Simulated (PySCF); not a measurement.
C₄H₄F₂. Atoms are numbered in the order given.

```xyz
10

C      2.8005    -0.2535     0.0000
C      1.5700     0.1940     0.0000
C      0.3304     0.6257     0.0000
C     -0.8488    -0.2993     0.0000
F     -1.6287    -0.0581     1.0956
F     -1.6287    -0.0581    -1.0956
H      3.3347    -0.4449     0.9367
H      3.3347    -0.4449    -0.9367
H      0.0976     1.6971     0.0000
H     -0.5630    -1.3629     0.0000
```
Charge 0, spin multiplicity 1.

The structure is a stationary point at TPSSh-D3(BJ)/def2-SVP. The values are those of a single conformer.

All values below come from TDDFT-PBE/def2-SVPD (PySCF).

Vertical excitations.  State labels are in the subgroup Cs.

Computed lowest excited states:
| state | symmetry | energy (eV) | λ (nm) | f | main pairs |
|---|---|---|---|---|---|
| S1 | A" | 5.67 | 219 | 0.000 | HOMO−1→LUMO 72 %, HOMO→LUMO+1 28 % |
| S2 | A" | 5.87 | 211 | 0.000 | HOMO→LUMO+1 72 %, HOMO−1→LUMO 28 % |
| S3 | A' | 6.64 | 187 | 0.000 | HOMO−1→LUMO+1 40 %, HOMO→LUMO 30 %, HOMO−2→LUMO+1 27 % |
| S4 | A" | 7.03 | 176 | 0.000 | HOMO−2→LUMO 100 % |
| S5 | A" | 7.18 | 173 | 0.003 | HOMO→LUMO+2 100 % |
| S6 | A' | 7.22 | 172 | 0.043 | HOMO−1→LUMO+2 95 % |
| S7 | A' | 7.33 | 169 | 0.334 | HOMO→LUMO 46 %, HOMO−2→LUMO+1 43 % |
| S8 | A' | 7.70 | 161 | 0.404 | HOMO−1→LUMO+3 32 %, HOMO−1→LUMO+1 29 %, HOMO−2→LUMO+1 17 %, HOMO→LUMO 6 % |
| S9 | A" | 7.78 | 159 | 0.001 | HOMO→LUMO+3 100 % |
| S10 | A' | 7.88 | 157 | 0.197 | HOMO−1→LUMO+3 65 %, HOMO−1→LUMO+1 12 % |
| T1 | A' | 4.57 | 271 | 0 | HOMO→LUMO 64 %, HOMO−1→LUMO+1 33 % |
| T2 | A' | 4.78 | 259 | 0 | HOMO−1→LUMO+1 63 %, HOMO→LUMO 34 % |
| T3 | A" | 5.26 | 236 | 0 | HOMO−1→LUMO 68 %, HOMO→LUMO+1 31 % |
| T4 | A" | 5.52 | 224 | 0 | HOMO→LUMO+1 68 %, HOMO−1→LUMO 32 % |
Triplets are in the Tamm–Dancoff approximation, which puts them higher than full response would, so one can lie above its singlet here.
